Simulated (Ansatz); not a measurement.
One change: `[SiH3][Ga]([Cl])[Cl]` becomes `[SiH3][Al]([Cl])[Cl]`.

Ansatz, PBE0-D4/def2-TZVP geometries, multiplicity 1. 

Scalar relativity is left out up to krypton.

| property | `[SiH3][Ga]([Cl])[Cl]` |
| --- | --- |
| HOMO–LUMO gap (ωB97M-V/def2-TZVPP) / eV | 10.17 |
| HOMO energy (PBE0/def2-TZVPP) / eV | -8.42 |
| HOMO energy (PBE/def2-TZVPP) / eV | -7.25 |
| LUMO energy (B3LYP/def2-TZVPP) / eV | -2.24 |
| size of the dipole moment (PBE/def2-TZVPP) / D | 2.57 |
| LUMO energy (PBE/def2-TZVPP) / eV | -2.77 |

Question: Give the same properties after the change, and the shifts. (An estimate is asked.)

Answer: Ansatz gave: 
```json
{"property": "HOMO–LUMO gap (ωB97M-V/def2-TZVPP) / eV", "`[SiH3][Al]([Cl])[Cl]`": "10.16", "shift": "-0.01"}
{"property": "HOMO energy (PBE0/def2-TZVPP) / eV", "`[SiH3][Al]([Cl])[Cl]`": "-8.31", "shift": "0.11"}
{"property": "HOMO energy (PBE/def2-TZVPP) / eV", "`[SiH3][Al]([Cl])[Cl]`": "-7.18", "shift": "0.07"}
{"property": "LUMO energy (B3LYP/def2-TZVPP) / eV", "`[SiH3][Al]([Cl])[Cl]`": "-2.01", "shift": "0.23"}
{"property": "size of the dipole moment (PBE/def2-TZVPP) / D", "`[SiH3][Al]([Cl])[Cl]`": "1.40", "shift": "-1.17"}
{"property": "LUMO energy (PBE/def2-TZVPP) / eV", "`[SiH3][Al]([Cl])[Cl]`": "-2.59", "shift": "0.18"}
```

With PBE0 the HOMO rises by 0.11 eV and the LUMO rises by 0.18 eV, so the gap widens by about 0.07 eV. PBE moves the HOMO by 0.07 eV and ωB97M-V by 0.15 eV. Dipoles are sizes alone; their direction can turn.

B3LYP here is the variant with VWN-RPA as its local correlation; programs differ in this.
